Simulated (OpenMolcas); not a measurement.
**C+: effect of the level shift or regulariser**

```yaml
Program: OpenMolcas
Basis: ANO-RCC-VQZP [5s4p3d2f1g]
Scalar_Hamiltonian: DKH2, point nucleus
Active_space: 3 electrons in 4 orbitals (2s 2p)
State_averaging: 2S+1 = 4 odd, 1 root; 2S+1 = 2 odd, 11 roots; 2S+1 = 4 even, 3 roots; 2S+1 = 2 even, 9 roots
Spin-orbit_coupling: RASSI with atomic mean-field integrals over the reference wave functions, term energies averaged over their components
```

Methods on the same reference wave functions:
A. CASSCF
B. MS-CASPT2, IPEA 0.25 Eh, imaginary shift 0.1 Eh (closed shells correlated: 1s)
C. MS-CASPT2, IPEA 0.25 Eh, sigma2 regulariser 0.3 Eh (closed shells correlated: 1s)

Energies in cm-1 above 2s2 2p 2P* 1/2, the measured ground level; measured values from NIST Handbook of Basic Atomic Spectroscopic Data.

```csv
Level,A,B,C,Measured
2s2 2p 2P* 1/2,0.0,0.0,0.0,0.0
2s2 2p 2P* 3/2,57.9,58.4,58.4,63.4
2s 2p2 4P 1/2,37424,41660,41660,43003
2s 2p2 4P 3/2,37445,41680,41680,43025
2s 2p2 4P 5/2,37480,41710,41710,43054
2s 2p2 2D 3/2,80849,74690,74690,74933
2s 2p2 2D 5/2,80849,74690,74690,74930
2s 2p2 2S 1/2,102687,96740,97440,96494
2s 2p2 2P 1/2,121225,112400,112400,110624
2s 2p2 2P 3/2,121266,112440,112440,110666
2p3 4S* 3/2,139418,140860,140860,142027
2p3 2D* 3/2,161729,152070,152070,150467
2p3 2D* 5/2,161729,152070,152070,150462
2p3 2P* 1/2,185042,173190,173210,168730
2p3 2P* 3/2,185045,173190,173210,168748
```

Deviations, from unrounded energies. A percentage is the sum of absolute deviations over the sum of measured energies, with the sign that they share, or ± where signs differ.

```json
{"Against measurement": "mean absolute deviation (cm-1)", "Levels": "14", "A": "8100", "B": "1500", "C": "1600"}
{"Against measurement": "fine structure of the ground term (%)", "Levels": "1", "A": "-8.7", "B": "-8.0", "C": "-8.0"}
{"Against measurement": "other configurations (%)", "Levels": "13", "A": "±8.3", "B": "±1.6", "C": "±1.6"}
```

B, C lie about equally close to measurement and A furthest from it. The largest miss of B in the table is 2p3 2P* 1/2, by +4500 cm-1. The ranking rests on the paired levels alone, and a cruder setting can come out closer through cancelling errors.

Between B and C the level of the table that moves most is 2s 2p2 2S 1/2, by 690 cm-1 (lowest in B, highest in C). Moves below CASPT2's spread within the term are not significant.

The mean deviations of B to C differ by less than CASPT2's widest spread within a term (610 cm-1), so their order carries little weight.

The lowest spin-free term lies below A's lowest term by 0.052 hartree in B, 0.052 hartree in C.

CASPT2 does not keep the components of a term degenerate, so their means are used; among the terms shown or strongly mixed into the levels shown the widest spread is 610 cm-1 (2p3 2D*, C). Without dynamic correlation excited terms often stand tens of per cent too high (terms of higher spin than the ground term too low), and those without a measured partner can miss by more than the paired ones (holds for A). Computed and measured levels are paired by configuration, term and J; levels that our copy of the source lacks, or whose pairing is in doubt (as where it misses far off the trend of its configuration), stay unpaired and out of the deviations. Only configurations of the active space appear.

* marks odd parity.
